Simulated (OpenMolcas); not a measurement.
Tc2+ among 5 point charges of -2 e arranged as a square pyramid (C4v), 1.8 Å from the ion, with the axial distance 1.872 Å. The active orbitals were held to one l.
```
   1.8000    0.0000    0.0000  -2.00
   0.0000    1.8000    0.0000  -2.00
  -1.8000    0.0000    0.0000  -2.00
   0.0000   -1.8000    0.0000  -2.00
   0.0000    0.0000    1.8720  -2.00
```

```
Program             : OpenMolcas 26.06
Method              : CASSCF
Basis               : ANO-RCC-VDZP [6s5p3d1f]
Scalar Hamiltonian  : DKH2, point nucleus
Active space        : 5 electrons in 5 orbitals (4d)
State averaging     : 2S+1 = 6 even, 1 root; 2S+1 = 4 even, 24 roots; 2S+1 = 2 even, 75 roots
Spin-orbit coupling : state interaction with AMFI integrals over the reference wave functions
```

Q: What is the spin-free ground state?

A: A state of multiplicity 2, 1-fold in its orbital part, 28 % from free-ion H terms; d5 allows 2S+1 = 6, so this is a state of lower spin.

Q: Where is the first state of the same spin?

A: A 2-fold state lies at 9180 cm-1 above the ground state.

Q: What are the lowest two levels with spin-orbit coupling?

A: A 2-fold level with g = 2.02, 2.72, 2.72, then a 2-fold level 850.2 cm-1 above it. Their leading multiplicities are 2 (60 %) and 4 (99 %).

Q: What is χT at 300 K?

A: 0.80 cm3 K/mol.

Spin-orbit coupling mixes the spin-free states strongly: the lowest level takes only 60 % from its leading state, 2S+1 = 2. Without dynamic correlation the repulsion within the d shell is too large (B by tens of per cent), so at a given field states of lower spin stand too high. This shell can be high or low spin here, a state of another spin lies low, and with metal d orbitals alone active their balance is uncertain, so the ground spin may be wrong, although the usual error favours high spin. Point charges carry no covalency, so the field is a model and not that of real ligands. An unlabelled pair can be two single states that coincide in this model. No measured value stands beside these numbers.
